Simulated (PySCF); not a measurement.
**EPR parameters of C4H12PSi2**

C4H12PSi2 (doublet state).
Cartesian coordinates in Å at the GFN2-xTB level; atoms count from 1:
```xyz
19
C4H12PSi2 angstrom
C      0.0678    2.5700   -0.2957
Si    -0.2885    0.9070   -1.1847
C     -1.8048    0.0915   -0.3110
C     -1.2726   -0.9265    0.6993
C     -0.2755   -1.8864    0.0546
Si     1.1411   -0.8776   -0.7538
P      2.8527   -0.7719    0.7120
H      0.1396    2.4253    0.7811
H      1.0033    3.0050   -0.6349
H     -0.7168    3.2993   -0.4759
H     -2.4435    0.8166    0.1946
H     -2.4315   -0.4297   -1.0364
H     -2.1054   -1.4890    1.1344
H     -0.7788   -0.3980    1.5220
H      0.0962   -2.5883    0.8017
H     -0.7848   -2.4734   -0.7105
H      1.6886   -1.6290   -1.8979
H      3.5848    0.1029   -0.0701
H      2.3184    0.2612    1.4637
```

The hyperfine couplings belong to this conformer and change with its torsions.

The species is `[Si@H]1(P)CCC[Si]1C` [radical].

Computed with UKS B3LYP, pcH-1 on C H P Si, non-relativistic, mean-field spin-orbit, GIAO in PySCF. Geometry: GFN2-xTB, one conformer, isolated molecule. The geometry wasn't refined by DFT: couplings that depend on bond lengths, twists or pyramidal angles can differ widely from those at the functional's own minimum, by a factor of two or more for some ions and for spin on atoms past the first row. Stability of the SCF solution: not tested.

| Property | Result |
| --- | --- |
| g1, g2, g3 | 2.00205, 2.00437, 2.00521 |
| g_iso | 2.00388 |
| Form of g | rhombic: the two nearest values differ by 27 % of g3 − g1 |
| ⟨S²⟩ | 0.7523 (exact 0.7500) |
| α and β electrons | 40, 39 |

Isotropic coupling and dipolar principal values T1 to T3, in G (MHz turned into gauss with g_iso; 10 G = 1 mT):

| atom | isotope | a_iso | of which spin–orbit | T1 | T2 | T3 | Mulliken spin population |
| --- | --- | --- | --- | --- | --- | --- | --- |
| C1 | 13C | 7.0 | 0.0 | -1.3 | -1.2 | 2.5 | -0.01 |
| Si2 | 29Si | -151.7 | 0.3 | -58.3 | 28.9 | 29.4 | 0.91 |
| C3 | 13C | 5.7 | 0.0 | -1.3 | -1.0 | 2.3 | -0.01 |
| C4 | 13C | 9.8 | 0.0 | -0.7 | -0.5 | 1.2 | 0.01 |
| C5 | 13C | 4.7 | 0.0 | -0.5 | -0.4 | 0.9 | 0.01 |
| Si6 | 29Si | -22.4 | 0.0 | -5.4 | 2.3 | 3.1 | 0.02 |
| P7 | 31P | -3.2 | -0.1 | -6.9 | -6.1 | 13.0 | 0.04 |
| H8 | 1H | 20.6 | 0.0 | -1.4 | 0.1 | 1.3 | 0.02 |
| H9 | 1H | -0.2 | 0.0 | -1.3 | -0.8 | 2.1 | 0.00 |
| H10 | 1H | 3.0 | 0.0 | -1.5 | -0.9 | 2.3 | 0.00 |
| H11 | 1H | 0.7 | 0.0 | -1.1 | -0.5 | 1.6 | 0.00 |
| H12 | 1H | 5.8 | 0.0 | -1.5 | -1.0 | 2.4 | 0.00 |
| H13 | 1H | 4.4 | 0.0 | -0.6 | -0.3 | 0.8 | 0.01 |
| H14 | 1H | -0.3 | 0.0 | -0.8 | -0.4 | 1.3 | 0.00 |
| H15 | 1H | 0.0 | 0.0 | -0.5 | -0.2 | 0.7 | 0.00 |
| H16 | 1H | 0.4 | 0.0 | -0.6 | -0.3 | 0.9 | 0.00 |
| H17 | 1H | -1.1 | 0.0 | -0.7 | -0.5 | 1.2 | 0.00 |
| H18 | 1H | -0.1 | 0.0 | -0.6 | 0.0 | 0.6 | 0.00 |
| H19 | 1H | 1.1 | 0.0 | -0.7 | -0.1 | 0.8 | 0.00 |

The largest Mulliken spin population is on Si2 (+0.91). The angles at Si2 add up to 319.6°, so it is pyramidal.

Under fast tumbling the dipolar parts average out, and these isotropic splittings remain (the largest six): 3 × 1H (H8/H9/H10, I = 1/2, 4 lines) with 0.78 mT, 1 × 1H (H12, I = 1/2, 2 lines) with 0.58 mT, 1 × 1H (H13, I = 1/2, 2 lines) with 0.44 mT, 1 × 31P (P7, I = 1/2, 2 lines) with 0.32 mT, 1 × 1H (H17, I = 1/2, 2 lines) with 0.11 mT and 1 × 1H (H11, I = 1/2, 2 lines) with 0.07 mT.

Means are taken over nuclei equivalent by connectivity, which assumes that they swap fast. The three 1H nuclei of mean +21.9 MHz run from -0.6 to 57.7 MHz in the frozen geometry.

The 13C coupling of C4 (27.4 MHz) shows only in satellite lines or after enrichment, since that isotope makes up about 1.07 % of natural carbon.

The 29Si coupling of Si2 (-425.5 MHz) shows only in satellite lines or after enrichment, since that isotope makes up about 4.7 % of natural silicon.

The spin density at the nucleus, in bohr⁻³, is negative for P7 (-0.0049), for instance. A restricted open-shell determinant has no negative spin density anywhere; here it arises because α and β orbitals differ (spin polarisation).

On an Arm Neoverse V2 with one thread (shared host), this took 2.1 min wall (with the writing of density and orbital grids) and 1.1 GiB of memory at its peak.
